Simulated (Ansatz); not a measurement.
A nudged elastic band was laid between two geometries of C3H9AlGe (14 atoms, charge 0, multiplicity 1).

Theory: RKS LDA/def2-SVP (Ansatz).

```yaml
movable_images: 7
climbing_image: yes
spring: 5.0 eV/Å²
optimiser: quadratic models (default)
start_path: IDPP
force_threshold: 0.05 eV/Å
iteration_limit: 60
end_points: relaxed
```

Initial state:

```xyz
14
Properties=species:S:1:pos:R:3
C -1.554 1.123 0.469
Ge -0.267 -0.251 -0.023
C 0.404 -1.143 1.572
C 1.227 0.482 -1.173
Al 0.268 -0.818 -2.260
H -1.108 1.782 1.245
H -1.826 1.741 -0.411
H -2.481 0.668 0.876
H 0.753 -0.379 2.300
H -0.391 -1.755 2.046
H 1.254 -1.809 1.317
H 2.243 0.211 -0.805
H 1.205 1.573 -1.390
H 0.260 -1.456 -3.733
```

Final state:

```xyz
14
Properties=species:S:1:pos:R:3
C -1.547 1.067 0.614
Ge -0.235 -0.271 0.083
C 0.866 -0.776 1.607
C 0.877 0.339 -1.492
Al -0.107 -1.235 -2.077
H -2.310 0.629 1.289
H -1.029 1.894 1.146
H -2.063 1.482 -0.276
H 1.265 0.143 2.089
H 0.273 -1.344 2.353
H 1.717 -1.407 1.281
H 1.978 0.273 -1.334
H 0.634 1.348 -1.893
H -0.331 -2.172 -3.361
```

Problem. Which bonds break or form, and what moves?

Solution. No bond is made or broken. The dihedral H8–C1–Ge2–Al5 goes from 108 to -13°. The two ends are copies of one structure, up to a mirror image or an exchange of like atoms.

Problem. What energy profile does the band end with?

Solution. The forces met the threshold. The highest image is number 4 of 0 to 8, 1.0 kcal/mol above the ends, which have the same energy within 2 meV. A vibrational analysis at the climbing image gives one clearly imaginary mode, 109i cm⁻¹: a first-order saddle point.

```csv
image,path coordinate (Å),energy (kcal/mol),dihedral H8–C1–Ge2–Al5 (°)
0,0.00,0.0,108
1,0.46,0.1,93
2,0.92,0.5,77
3,1.38,0.8,62
4,1.84,1.0,47
5,2.30,0.8,33
6,2.76,0.5,17
7,3.22,0.1,2
8,3.67,0.0,-13
```

Problem. What is the geometry of the highest image?

Solution. 
```xyz
14
Properties=species:S:1:pos:R:3:forces:R:3
C -1.554 1.096 0.575 -0.04 0.02 0.01
Ge -0.247 -0.263 0.070 0.00 -0.01 -0.02
C 0.796 -0.806 1.621 0.02 0.00 -0.02
C 0.942 0.327 -1.458 0.02 0.00 0.02
Al -0.060 -1.215 -2.092 0.01 -0.02 0.00
H -1.566 1.196 1.681 -0.01 0.01 -0.01
H -1.262 2.070 0.129 -0.01 -0.01 0.02
H -2.577 0.838 0.235 0.01 0.01 0.01
H 1.201 0.098 2.126 0.00 0.00 0.00
H 0.168 -1.369 2.343 -0.01 0.00 -0.01
H 1.641 -1.453 1.310 0.01 0.00 0.02
H 2.029 0.221 -1.239 0.00 0.00 -0.01
H 0.757 1.345 -1.869 -0.01 0.00 0.01
H -0.283 -2.115 -3.402 0.00 0.00 0.00
```

Problem. What are the harmonic wavenumbers there?

Solution. 109i, 29, 107, 125, 135, 167, 271, 331, 341, 408, 525, 582, 604, 657, 671, 716, 755, 776, 785, 793, 1162, 1168, 1230, 1346, 1351, 1355, 1362, 1837, 2969, 2971, 2982, 3062, 3082, 3084, 3095, 3095 cm⁻¹.

Run time: 29 s on 2 threads of Intel(R) Xeon(R) 6975P-C (Granite Rapids), with other jobs on the host, peak memory 0.22 GiB.
